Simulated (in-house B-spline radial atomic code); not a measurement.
Response and correlation along the 6-electron series, closed shell [He] 2s2 (2p1/2)2; the second-order energy is extrapolated in partial waves. Computed with a B-spline radial code for spherical atoms: relativistic RPA and second-order many-body perturbation theory on Dirac-Hartree-Fock.

Closed in jj coupling only.

```
  ion   Z  dipole polarisability (bohr³)  quadrupole polarisability (bohr⁵)  ratio of RPA to uncoupled dipole  second order correlation energy (Eh)  C6 of two such ions (Eh bohr⁶)
Gd58+  64                     0.00017369                         1.0874e-06                            1.0993                              -0.30043                      1.2632e-06
Tb59+  65                              ?                                  ?                                 ?                                     ?                               ?
Dy60+  66                     0.00014599                         8.4562e-07                            1.0915                               -0.2982                      1.0005e-06
Ho61+  67                              ?                                  ?                                 ?                                     ?                               ?
Er62+  68                     0.00012305                          6.618e-07                            1.0843                              -0.29605                      7.9576e-07
Tm63+  69                     0.00011308                         5.8677e-07                            1.0809                              -0.29502                      7.1072e-07
```

(1) Fill in the row of Tb59+.

(2) Fill in the row of Ho61+.

(3) How fast does the dipole polarisability fall along the series?

Results:

(1) dipole polarisability (bohr³): 0.00015918; quadrupole polarisability (bohr⁵): 9.581e-07; ratio of RPA to uncoupled dipole: 1.0953; second order correlation energy (Eh): -0.29931; C6 of two such ions (Eh bohr⁶): 1.1235e-06.

(2) dipole polarisability (bohr³): 0.00013399; quadrupole polarisability (bohr⁵): 7.4752e-07; ratio of RPA to uncoupled dipole: 1.0878; second order correlation energy (Eh): -0.29711; C6 of two such ions (Eh bohr⁶): 8.9182e-07.

(3) From 0.0001737 to 0.0001131 bohr³; a fit of its logarithm against log Z from Z = 64 to 69 has slope -5.70.
